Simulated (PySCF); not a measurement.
**How the method changes the constants of LiTe⁻**

State: ¹Σ⁺ (singlet), closed shell. Set-up: Li aug-cc-pVDZ, Te aug-cc-pVDZ-PP with ECP28; scalar-relativistic core potentials (PySCF 2.14). De refers to Li + Te⁻ in their high-spin ground configurations, without counterpoise correction. A positive dipole points towards Te; it is taken about the centre of mass and depends on that origin.

```json
{"Level": "RHF", "Re (Å)": "2.406", "ωe (cm⁻¹)": "517", "De (eV)": "n/a", "μ (D)": "-5.17", "CPU s a point (SCF and correlation, without the integrals)": "0.069"}
{"Level": "RHF-MP2", "Re (Å)": "2.408", "ωe (cm⁻¹)": "487", "De (eV)": "n/a", "μ (D)": "n/a", "CPU s a point (SCF and correlation, without the integrals)": "0.11"}
{"Level": "RHF-SCS-MP2", "Re (Å)": "2.402", "ωe (cm⁻¹)": "487", "De (eV)": "n/a", "μ (D)": "n/a", "CPU s a point (SCF and correlation, without the integrals)": "n/a"}
{"Level": "RHF-CCSD", "Re (Å)": "2.397", "ωe (cm⁻¹)": "490", "De (eV)": "n/a", "μ (D)": "n/a", "CPU s a point (SCF and correlation, without the integrals)": "n/a"}
{"Level": "RHF-CCSD(T)", "Re (Å)": "2.410", "ωe (cm⁻¹)": "477", "De (eV)": "n/a", "μ (D)": "n/a", "CPU s a point (SCF and correlation, without the integrals)": "1.9"}
{"Level": "LDA", "Re (Å)": "2.379", "ωe (cm⁻¹)": "500", "De (eV)": "2.51", "μ (D)": "-3.18", "CPU s a point (SCF and correlation, without the integrals)": "0.22"}
{"Level": "PBE", "Re (Å)": "2.416", "ωe (cm⁻¹)": "480", "De (eV)": "2.12", "μ (D)": "-2.89", "CPU s a point (SCF and correlation, without the integrals)": "0.38"}
{"Level": "r²SCAN", "Re (Å)": "2.405", "ωe (cm⁻¹)": "499", "De (eV)": "2.09", "μ (D)": "-3.63", "CPU s a point (SCF and correlation, without the integrals)": "0.5"}
{"Level": "PBE0", "Re (Å)": "2.395", "ωe (cm⁻¹)": "503", "De (eV)": "2.01", "μ (D)": "-3.79", "CPU s a point (SCF and correlation, without the integrals)": "0.77"}
{"Level": "B97-3", "Re (Å)": "2.395", "ωe (cm⁻¹)": "504", "De (eV)": "2.01", "μ (D)": "-3.86", "CPU s a point (SCF and correlation, without the integrals)": "0.34"}
{"Level": "M06-2X", "Re (Å)": "2.388", "ωe (cm⁻¹)": "512", "De (eV)": "n/a", "μ (D)": "-4.06", "CPU s a point (SCF and correlation, without the integrals)": "0.6"}
{"Level": "LC-ωPBE", "Re (Å)": "2.370", "ωe (cm⁻¹)": "530", "De (eV)": "1.84", "μ (D)": "-4.84", "CPU s a point (SCF and correlation, without the integrals)": "0.66"}
```

**Question.** What does second-order correlation do here, going from RHF to RHF-MP2?

**Answer.** RHF-MP2 less RHF: +0.2 pm in Re, -5.8 % in ωe. Correlation nearly always deepens the well. The bond lengthens, as in strong covalent bonds, where excitations into antibonding orbitals dominate.

**Question.** What does the triples do here, going from RHF-CCSD to RHF-CCSD(T)?

**Answer.** RHF-CCSD(T) less RHF-CCSD: +1.3 pm in Re, -2.7 % in ωe. Correlation nearly always deepens the well. The bond lengthens, as in strong covalent bonds, where excitations into antibonding orbitals dominate.

**Question.** What does all correlation do here, going from RHF to RHF-CCSD(T)?

**Answer.** RHF-CCSD(T) less RHF: +0.4 pm in Re, -7.7 % in ωe. Correlation nearly always deepens the well. The bond lengthens, as in strong covalent bonds, where excitations into antibonding orbitals dominate.

Correlated steps freeze 4 core orbitals. These are scalar-relativistic numbers at best; spin–orbit coupling would shift them, the dissociation energy most. For an ion De counts to the pair picked by the measured ionisation energies or electron affinities, which need not be the lowest pair at this level. The highest Kohn–Sham level is positive in this anion. Much of that is self-interaction error, but it also means that the finite basis helps to hold the extra electron.

The whole job (state search and all levels along the bond) took about 1.5 min on 1 thread of Intel Xeon 6975P-C (shared host), peak memory 0.75 GiB.
